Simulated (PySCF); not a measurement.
Re (rhenium, neutral) across methods

[Xe] 4f14 5d6 6s1, high-spin 6D determinant (an excited configuration). Computed with PySCF 2.14 in aug-cc-pVTZ-PP with ECP60MDF, with a scalar-relativistic core potential.

| method | E (hartree) | mean ε 6s α (eV) | mean ε 5d α (eV) | mean ε 5d β (eV) | Σ⟨r²⟩ (bohr²) | ⟨S²⟩ |
| --- | --- | --- | --- | --- | --- | --- |
| LDA | -78.2658 | -6.219 | -5.037 | -2.655 | 54.38 | 8.754 |
| TPSS | -78.4191 | -5.972 | -4.868 | -2.564 | 54.03 | 8.753 |
| wB97X-V | -78.3600 | -7.950 | -8.260 | -5.921 | 53.54 | 8.754 |
| PBE | -78.4591 | -6.020 | -4.915 | -2.560 | 54.17 | 8.753 |
| revPBE | -78.5044 | -5.975 | -4.881 | -2.545 | 54.12 | 8.754 |
| BLYP | -78.4057 | -5.764 | -4.657 | -2.663 | 54.62 | 8.755 |
| PBE0 | -78.4192 | -6.229 | -6.252 | -3.556 | 53.58 | 8.754 |
| UHF | -77.77013 | -7.900 | -9.531 | -5.710 | 53.56 | 8.759 |

Estimate the same row for r2SCAN.

E (hartree) = -78.4679; mean ε 6s α (eV) = -6.395; mean ε 5d α (eV) = -5.207; mean ε 5d β (eV) = -2.507; Σ⟨r²⟩ (bohr²) = 53.47; ⟨S²⟩ = 8.756.

Energies and moments cover only the electrons outside the core potential. Spin-orbit coupling, absent here, splits the open shell strongly.
